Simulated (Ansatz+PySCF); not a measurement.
A calculation with Ansatz (development build ahead of 0.2.0).

```yaml
crystal:
  periodic: [false, false, false]
  atoms:
    - { symbol: Mg, position_ang: [-0.93691, -0.93691, -0.93691] }
    - { symbol: O, position_ang: [-1.01897, -1.01897, 1.01897] }
    - { symbol: O, position_ang: [-1.01897, 1.01897, -1.01897] }
    - { symbol: Mg, position_ang: [-0.93691, 0.93691, 0.93691] }
    - { symbol: O, position_ang: [1.01897, -1.01897, -1.01897] }
    - { symbol: Mg, position_ang: [0.93691, -0.93691, 0.93691] }
    - { symbol: Mg, position_ang: [0.93691, 0.93691, -0.93691] }
    - { symbol: O, position_ang: [1.01897, 1.01897, 1.01897] }
basis:
  gaussian: { orbitals: def2-SVP }
hamiltonian:
  xc: hf
correlation:
  method: mp2
  frozen_orbitals: { Mg: 1, O: 1 }
scf:
  omitted_lower_state_checks: [starts, atomic_configurations, cluster_reference, orbital_swaps, given_window_search, neighbouring_geometries, increment]
```

The input is written out in the form of the current development build from the run's settings.

The run gave:

```yaml
Converged: yes
Reference_energy: -1097.66123 hartree
Correlation_energy: -0.91522 hartree
Total_energy: -1098.57645 hartree
Spin_squared_of_the_determinant: 0.000
Stability_test: minimum among restricted orbitals
```
